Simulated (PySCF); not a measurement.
H2O3S, SMILES OS(=O)O. Heavy atoms are numbered as in [O:1]=[S:2]([OH:3])[OH:4]. Hydrogens are named by the atom that carries them.

Geometry optimised at B3LYP-D3(BJ)/def2-SVP. The values are those of a single conformer.

Method: HF/pcSseg-2 in PySCF.

GIAO shieldings, no solvent; atoms alike by connectivity are averaged. δ = σ(ref) − σ: ¹⁷O against H2O (σ = 326.0 ppm); ³³S against H2S (σ = 707.7 ppm); ¹H against TMS (σ = 31.98 ppm), references at their B3LYP-D3(BJ)/def2-TZVP geometries, non-relativistic.

| nucleus | atoms | count | δ (ppm) |
|---|---|---|---|
| ¹⁷O | O1 | 1 | 217.9 |
| ¹⁷O | O3 (OH) | 2 | 199.8 |
| ³³S | S2 | 1 | 704.5 |
| ¹H | H on O3 | 2 | 4.80 |
